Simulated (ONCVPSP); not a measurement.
What one change does to a pseudopotential (lithium (Li), ONCV)

```
Element                 : lithium (Li)
Generator               : ONCVPSP 4.0.1
Type                    : optimised norm-conserving Vanderbilt (ONCV)
Functional              : PBEsol
Relativity              : scalar-relativistic
Frozen core             : [He]
Valence charge          : 1
Reference configuration : 2p1
Partial waves           : s scattering state at 0.32 Ha: rc 3.05 bohr, ncon 4, nbas 9, qcut 2 1/bohr, 2 projectors, debl 1.7 Ha; 2p: rc 4.00 bohr, ncon 3, nbas 7, qcut 2.1 1/bohr, 2 projectors, debl 3 Ha; d scattering state at 0.18 Ha: rc 3.10 bohr, ncon 5, nbas 9, qcut 3.5 1/bohr, 3 projectors, debl 1.8 Ha
Local potential         : polynomial inside 2.15 bohr (lpopt 5, dvloc0 2 Ha)
Core correction         : Teter function, fcfact 3.25, rcfact 1.55
```

In the s channel the program set the typed energies aside and used 0.050, 1.750 Ha.

Change: all radii but the core radius scaled by about 0.94 (s 2.86, p 3.74, d 2.90 bohr); local potential polynomial inside 2.02 bohr (lpopt 5, dvloc0 2 Ha).

Cutoffs: the cutoffs (Ha) at which the residual kinetic energy of the hardest occupied pseudo-wave falls to 1 and 0.1 mHa per electron; they do not see the model core or the augmentation charge, which bear on the density cutoff. Errors are all-electron minus pseudo energies relative to the spin-unpolarised reference configuration.

Problem. Predict the effect on cutoff, ghosts and configuration errors.

Solution. The potential gets harder (1.4 Ha and 2.1 Ha → 1.5 Ha and 2.6 Ha); neither file shows a bound ghost. A smaller radius makes the pseudo-wave follow the all-electron one further in, where it bends more sharply, so more plane waves are needed.

| quantity | base | changed |
| --- | --- | --- |
| cutoff, loose | 1.4 Ha | 1.5 Ha |
| cutoff, tight | 2.1 Ha | 2.6 Ha |
| bound ghosts | none | none |
| GHOST(+) flags under 300 eV | p at 88.4 eV, s at 112.9 eV | s at 64.1 eV, p at 134.0 eV |
| error for 2s1 2p0, meV [ΔE -1.76 eV] | +5.3 | -13 |
| error for 2s0.5 2p0, meV [ΔE 0.25 eV] | +15 | +4.1 |
| rms error of d²Exc/dni dnj with the model core, mHa | 0.97 | 0.98 |

Base: The cutoffs count occupied waves only; projector 2 of the s channel, the hardest unoccupied one, needs 25 Ha at the loose tolerance. Changed file: The cutoffs count occupied waves only; projector 2 of the s channel, the hardest unoccupied one, needs 29 Ha at the loose tolerance.
